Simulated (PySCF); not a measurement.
## Spinor energies of Ar⁴⁺ (argon, charge +4)

Start: [Ne] 3s2 3p2; 3p1/2 filled at m_j = -1/2, +1/2. Calculated with PySCF 2.14 in x2c-TZVPall-2c (5s6p2d1f, 40 functions): generalised Hartree-Fock with the X2C-1e Hamiltonian and a Gaussian nucleus; one run each with spin-orbit coupling (SO) switched off, then screened by Boettger's factors.

```tsv
spinor shell	electrons	ε, spin-free (eV)	ε, screened SO (eV)	weight of nominal j (screened SO)	rms radius, screened SO (bohr)
1s1/2	2	-3311.4	-3311.4	1.000	0.0991
2s1/2	2	-405.70	-405.67	1.000	0.445
2p1/2	2	-328.45	-330.76	0.870	0.413
2p3/2	4	-328.45	-327.26	0.935	0.416
3s1/2	2	-89.287	-89.277	0.999	1.35
3p1/2	2	-74.410	-74.451	0.535	1.44
```

| quantity | spin-free | screened SO |
| --- | --- | --- |
| E (hartree) | -523.50912 | -523.51422 |
| M_J | 0 | 0 |
| ⟨J²⟩ | 2.009 | 1.814 |
| ⟨L²⟩ | 2.007 | 2.006 |
| ⟨S²⟩ | 2.003 | 1.998 |

The determinant has a definite M_J but mixes levels of different J.

Each row is a mean over spinors that exchange with the open shell spreads, by up to 8.538 eV (3s1/2).

Rows whose weight is well below 1 are mixtures of j = l ± 1/2: exchange outweighs spin-orbit coupling there, and the label is only the starting occupation.

Without spin-orbit coupling the j labels of p, d and f shells carry no meaning; the spin-free column gives the mean over the occupied spinors of each nl shell.
